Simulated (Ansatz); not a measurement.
System: TiN, charge 0, multiplicity 2. The spin state was set by rule; other spins were not relaxed. 
Geometry from a B3LYP-D3(BJ)/def2-TZVP (Ansatz, an electronic-structure program) optimisation:
SMILES: [Ti]#[N]
```xyz
2

Ti     0.0000     0.0000    -0.3757
N      0.0000     0.0000     1.1809
```
Charge 0, spin multiplicity 2.

Quantity: atomisation energy (electronic, to ground-state atoms), in kcal/mol. Correlated levels leave the core frozen unless marked. Open shells are spin-unrestricted. Spin-orbit coupling is left out. The frozen core is the preceding noble-gas configuration, with the filled d and f shells of earlier blocks. No relativistic terms. The coupled-cluster limit lacks core correlation, which all-electron functionals hold. Basis-set limits of correlation are two-point, X^-3; Hartree-Fock from the larger set. The program attaches cautions to a run behind CCSD(T)/CBS(def2-TZVPPD,def2-QZVPPD): large difference.

| level | program | atomisation energy (kcal/mol) |
|---|---|---|
| SVWN5/def2-TZVPD | Ansatz | 170.5 |
| r2SCAN/def2-TZVPD | Ansatz | 121.7 |
| PBE0/def2-QZVPP | Ansatz | 112.8 |
| BHLYP-D4/def2-TZVPD | Ansatz + dftd4 | 72.8 |
| RPA@PBE/def2-TZVPP | Ansatz | 104.7 |
| RI-MP2/def2-TZVPPD | Ansatz | 81.8 |

Question: What does CCSD(T)/CBS(def2-TZVPPD,def2-QZVPPD) (Ansatz) give?

Answer: 104.8 kcal/mol
